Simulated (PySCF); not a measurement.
These 3 structures share the formula C4H6OSi. The calculation used PBE0-D3(BJ)/def2-SVP geometry optimisation, gas phase in PySCF. Energies are electronic, without zero-point or thermal terms, for one conformer each. No frequencies were run at this level. Point groups hold within 0.08 Å.

Task: Order them by energy at this level, lowest first, and give relative energies in kcal/mol.
A. `[SiH3]c1ccco1`
B. `[CH:1]#[C:2]/[CH:3]=[CH:4]\[O:5][SiH3:6]` with C3–C4–O5–Si6 -179°
C. `O=CC#CC[SiH3]`

Result: A (0.0), B (33.0), C (38.7).

As drawn, the lowest has an aromatic ring, which the highest lacks; the highest has a C=O bond and a C≡C bond, which the lowest lacks.

| SMILES | E (Eh) | E rel (kcal/mol) | dipole (D) | point group | A, B, C (MHz) |
| --- | --- | --- | --- | --- | --- |
| [SiH3]c1ccco1 | -520.08069 | 0.0 | 1.01 | Cs | 8424, 1983, 1636 |
| C#C/C=C\O[SiH3] | -520.02808 | 33.0 | 2.05 | – | 8481, 1294, 1138 |
| O=CC#CC[SiH3] | -520.01902 | 38.7 | 3.90 | C1 | 9895, 976.4, 930.8 |

Task: How do the relative energies change in single points at CAM-B3LYP/def2-SVPD (no added dispersion term) on the same geometries?

Result: 
| SMILES | PBE0-D3(BJ)/def2-SVP (kcal/mol) | CAM-B3LYP/def2-SVPD (kcal/mol) | shift |
| --- | --- | --- | --- |
| [SiH3]c1ccco1 | 0.0 | 0.0 | 0.0 |
| C#C/C=C\O[SiH3] | 33.0 | 25.9 | -7.1 |
| O=CC#CC[SiH3] | 38.7 | 34.8 | -3.9 |

Each column counts from its own lowest isomer. The order is unchanged; the largest shift is 7.1 kcal/mol.
